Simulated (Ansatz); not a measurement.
Program: Ansatz 0.2.0.

A structure relaxed at PBE0-D4/def2-TZVP, charge 0, multiplicity 1:

Cartesian coordinates in Å:
```
O -0.120 -1.274 0.962
Al 0.733 -0.236 -0.049
F 2.325 -0.549 -0.301
Te -0.203 1.775 -1.230
H -1.046 -1.184 1.178
H -1.689 1.469 -0.560
```

Question: Give its formula and SMILES.

Answer: AlFH2OTe, `[OH][Al]([F])[TeH]`.

Question: Point group (tolerance 0.08 Å, 0.16 Å for H)?

Answer: Cs.

Question: Summarise the bond lengths by kind.

Answer: 1 × Al–O 1.681 Å; 1 × H–O 0.955 Å; 1 × Al–F 1.642 Å; 1 × Al–Te 2.512 Å; 1 × H–Te 1.659 Å.
